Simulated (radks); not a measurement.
Species: Sb III. Configuration: [Kr] 4d10 5p(up 1.5, down 1.5) 5s(up 0, down 0) (fractional occupations, a model configuration).

Calculated with a radial shooting solver on a logarithmic mesh with Libxc functionals: scalar-relativistic Kohn-Sham, SCAN, spin-polarised, spherical densities, finite nucleus; meta-GGA in the generalised Kohn-Sham scheme; Fermi nuclear charge, rms radius 4.6802 fm.

Energy parts (eV):
| part | energy |
|---|---|
| total | -176355.797 |
| kinetic | 184448.410 |
| electron-nucleus | -425467.291 |
| Hartree | 69301.989 |
| exchange-correlation | -4638.905 |

Orbitals (lengths in bohr, moments of r in powers of bohr):
| orbital | occ. | eigenvalue (eV) | <1/r> | <r^2> |
|---|---|---|---|---|
| 1s | 2 | -30381.08 | 54.32 | 0.001094 |
| 2s | 2 | -4658.351 | 12.43 | 0.01771 |
| 2p | 6 | -4180.500 | 11.92 | 0.01401 |
| 3s | 2 | -937.6222 | 4.437 | 0.1243 |
| 3p | 6 | -780.4961 | 4.215 | 0.1250 |
| 3d | 10 | -541.6639 | 3.976 | 0.1106 |
| 4s | 2 | -174.3734 | 1.750 | 0.7080 |
| 4p | 6 | -126.0347 | 1.597 | 0.8267 |
| 4d | 10 | -55.4582 | 1.304 | 1.220 |
| 5p | 3 | -21.5195 | 0.5173 | 6.795 |

The highest occupied level is 5p at -21.519 eV. Summed over all electrons, <r^2> = 41.18 bohr^2, which gives a Langevin (diamagnetic) susceptibility term of -32.6 x 10^-6 cm^3/mol.

Empty levels of this run are not shown, since the potential may be unsettled where no density lies.
